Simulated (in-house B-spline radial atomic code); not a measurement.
Checks on a self-consistent run for Ag, [Kr] 4d10 8p1. Level of theory: Dirac-Hartree-Fock, average of configuration, Fermi nucleus of rms radius 4.5454 fm; calculated with a B-spline radial code for spherical atoms.

```tsv
orbital	q	ε (Eh)	<1/r>	<r²>	small-component weight
1s1/2	2	-943.41500	49.4366	0.00130786	0.029649
2s1/2	2	-142.24867	11.4126	0.0213379	0.0062324
2p1/2	2	-131.78772	11.3556	0.0160274	0.0062109
2p3/2	4	-125.31171	10.6757	0.0173419	0.0059631
3s1/2	2	-27.64075	4.00436	0.153501	0.0017649
3p1/2	2	-23.43316	3.9009	0.149478	0.0017018
3p3/2	4	-22.25336	3.73898	0.15814	0.0016379
3d3/2	4	-14.87762	3.56178	0.139643	0.0015107
3d5/2	6	-14.64287	3.5193	0.142306	0.0014912
4s1/2	2	-4.53259	1.48865	0.961267	0.00041616
4p1/2	2	-3.13981	1.36794	1.12275	0.00036225
4p3/2	4	-2.94327	1.31979	1.19007	0.00034531
4d3/2	4	-0.78800	0.990835	2.22146	0.000208
4d5/2	6	-0.76368	0.974183	2.29923	0.00020196
8p1/2	0.33333	-0.01951	0.0377697	1582.77	8.3778e-07
8p3/2	0.66667	-0.01934	0.0373461	1610.97	8.1077e-07
```

Electron-electron repulsion V_ee = 2004.8700 hartree.

Q: What total energy follows from the eigenvalues?

A: The eigenvalues count the repulsion twice, so E = Σqε - V_ee = -3309.550 - 2004.870 = -5314.420 hartree; the run printed -5314.420.

Q: Does the Dirac virial theorem hold?

A: For a point nucleus E = -2c²Σq·w, with w the small-component weight. Here Σq·w = 0.14149 and c = 137.0360, so the ratio E/(-2c²Σq·w) is 1.000039; the finite nucleus accounts for the departure from 1.

Q: What diamagnetic shielding (Lamb formula) and susceptibility (Langevin formula) do the radii give?

A: σ = (α²/3)Σq<1/r> = 274.08/(3·137.036²) = 4865 ppm, and χ = -0.79199×10⁻⁶·Σq<r²> = -1296×10⁻⁶ cm³/mol with Σq<r²> = 1636 bohr². Both are non-relativistic formulas without the paramagnetism of open shells.
